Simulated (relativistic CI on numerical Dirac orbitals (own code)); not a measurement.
Crystal-field levels of Nd²⁺, 4f4

Calculated by Dirac-Coulomb-Breit CI, KLI orbitals optimised for each configuration, a model potential for QED, valence Slater integrals scaled by 0.8, one configuration in a parametric crystal field (own radial code).

Field parameters in Wybourne normalisation; cubic f-shell fields have B⁴₄ = √(5/14) B⁴₀ and B⁶₄ = −√(7/2) B⁶₀. The field is a parameter set, without covalency.

S and J are read from ⟨S²⟩ = S(S + 1) and ⟨J²⟩ = J(J + 1) of each level; they are not fictitious spins.

Oh, B40 = -1670, B60 = 540 cm⁻¹, the lowest 16 levels:

```
E (cm⁻¹)  Degeneracy  Irrep     S     J
     0.0           1     A1  1.98  4.00
     208           3     T1  1.98  4.07
     393           3     T2  1.98  4.05
     462           2      E  1.98  4.04
    1356           3     T2  1.99  5.01
    1486           3     T1  1.99  5.01
    1487           2      E  1.99  5.03
    1514           3     T1  1.99  4.97
    2536           1     A2  1.99  6.03
    2605           3     T2  1.99  6.02
    2692           3     T1  1.99  6.03
    2704           2      E  1.99  5.95
    2722           1     A1  1.99  6.02
    2746           3     T2  1.99  5.99
    3930           3     T1  1.99  6.97
    3945           3     T2  1.99  6.99
```

C2v, B20 = -470, B22 = 10, B40 = 290, B42 = -170, B44 = -230, B60 = -190, B62 = -130, B64 = 280, B66 = 330 cm⁻¹, the lowest 10 levels:

| E (cm⁻¹) | Degeneracy | S | J |
| --- | --- | --- | --- |
| 0.0 | 1 | 1.98 | 4.01 |
| 2.0 | 1 | 1.98 | 4.01 |
| 4.8 | 1 | 1.98 | 4.01 |
| 26.9 | 1 | 1.98 | 4.01 |
| 99.6 | 1 | 1.98 | 4.01 |
| 113 | 1 | 1.98 | 4.01 |
| 125 | 1 | 1.98 | 4.01 |
| 139 | 1 | 1.98 | 4.01 |
| 160 | 1 | 1.98 | 4.00 |
| 1146 | 1 | 1.99 | 5.00 |

D3d, B20 = 1060, B40 = -850, B43 = 210, B60 = -200, B63 = 10, B66 = -270 cm⁻¹, the lowest 10 levels:

```tsv
E (cm⁻¹)	Degeneracy	Irrep	S	J
0.0	1	A1	1.98	4.00
16.6	2	E	1.98	4.00
80.0	2	E	1.98	4.01
168	1	A2	1.98	4.02
206	2	E	1.98	4.00
263	1	A1	1.98	4.00
1118	1	A2	1.99	5.00
1139	2	E	1.99	5.00
1193	2	E	1.99	5.00
1253	1	A1	1.99	5.01
```

Oh, B40 = 1380, B60 = 440 cm⁻¹, the lowest 10 levels:

```json
{"E (cm⁻¹)": "0.0", "Degeneracy": "3", "Irrep": "T2", "S": "1.98", "J": "4.01"}
{"E (cm⁻¹)": "96.5", "Degeneracy": "1", "Irrep": "A1", "S": "1.98", "J": "4.02"}
{"E (cm⁻¹)": "173", "Degeneracy": "3", "Irrep": "T1", "S": "1.98", "J": "4.05"}
{"E (cm⁻¹)": "275", "Degeneracy": "2", "Irrep": "E", "S": "1.98", "J": "4.03"}
{"E (cm⁻¹)": "1237", "Degeneracy": "3", "Irrep": "T2", "S": "1.99", "J": "5.02"}
{"E (cm⁻¹)": "1244", "Degeneracy": "3", "Irrep": "T1", "S": "1.99", "J": "4.98"}
{"E (cm⁻¹)": "1253", "Degeneracy": "2", "Irrep": "E", "S": "1.99", "J": "4.99"}
{"E (cm⁻¹)": "1332", "Degeneracy": "3", "Irrep": "T1", "S": "1.99", "J": "5.02"}
{"E (cm⁻¹)": "2445", "Degeneracy": "1", "Irrep": "A1", "S": "1.99", "J": "5.99"}
{"E (cm⁻¹)": "2457", "Degeneracy": "3", "Irrep": "T1", "S": "1.99", "J": "5.99"}
```

D4h, B20 = 1380, B40 = -650, B44 = 350, B60 = -240, B64 = -570 cm⁻¹, the lowest 16 levels:

| E (cm⁻¹) | Degeneracy | Irrep | S | J |
| --- | --- | --- | --- | --- |
| 0.0 | 1 | A1 | 1.98 | 4.01 |
| 7.4 | 1 | B2 | 1.98 | 4.02 |
| 16.0 | 2 | E | 1.98 | 4.02 |
| 200 | 1 | B1 | 1.98 | 4.00 |
| 258 | 2 | E | 1.98 | 4.01 |
| 258 | 1 | A2 | 1.98 | 4.03 |
| 302 | 1 | A1 | 1.98 | 4.01 |
| 1150 | 1 | A2 | 1.99 | 4.98 |
| 1154 | 2 | E | 1.99 | 5.01 |
| 1211 | 1 | B1 | 1.99 | 5.01 |
| 1225 | 1 | B2 | 1.99 | 4.99 |
| 1294 | 2 | E | 1.99 | 5.00 |
| 1327 | 1 | A1 | 1.99 | 5.01 |
| 1339 | 1 | A2 | 1.99 | 5.01 |
| 1405 | 2 | E | 1.99 | 5.00 |
| 2365 | 1 | A1 | 1.99 | 6.00 |

The next free-ion level lies 1109 cm⁻¹ above the lowest; the field splits the ground level into components whose J stays near 4 as long as their spread is small against that gap.

Levels of this model without a field, named by their leading LS term (the scale mimics covalency, so terms lie below those of the real free ion): 5I_4 0, 5I_5 1109, 5I_6 2330, 5I_7 3627, 5I_8 4974, 5F_1 10961, 5F_2 11319, 5F_3 11970 cm⁻¹.
